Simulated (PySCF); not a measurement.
Gas-phase reaction: MoO2(OH)2 + 4 Cl → MoO2Cl2 + O2 + 2 HCl

Method: PySCF energies plus ideal-gas RRHO corrections (1 bar). † marks an energy on the PBE0/def2-TZVP geometry and frequencies. CCSD(T) freezes the core. Open shells (unrestricted): Cl (multiplicity 2), O2 (multiplicity 3); the rest are closed-shell singlets. Spin-orbit splitting is ignored; it lowers the true energy and changes the entropy of Cl. B3LYP is the form with VWN-RPA correlation. Mo: scalar-relativistic def2 core potential, no spin-orbit coupling. CCSD(T) isn't extrapolated to the basis-set limit. Warning, large T1 diagnostic: MoO2(OH)2, MoO2Cl2 (CCSD(T)/def2-SVP†, CCSD(T)/def2-TZVPP†).

```tsv
level	ΔH°(298 K), kJ
B3LYP/def2-TZVP†	___
BLYP/def2-TZVP†	___
CCSD(T)/def2-SVP†	___
CCSD(T)/def2-TZVPP†	-411
PBE/def2-TZVP†	-506
PBE0/def2-QZVP†	-459
PBE0/def2-SVP†	___
r2SCAN/def2-TZVP†	-479
ωB97X-V/def2-TZVP†	-454
```

Q: Some entries are withheld; supply them.

A: 
- B3LYP/def2-TZVP†, ΔH°(298 K), kJ: -421
- BLYP/def2-TZVP†, ΔH°(298 K), kJ: -442
- CCSD(T)/def2-SVP†, ΔH°(298 K), kJ: -384
- PBE0/def2-SVP†, ΔH°(298 K), kJ: -454
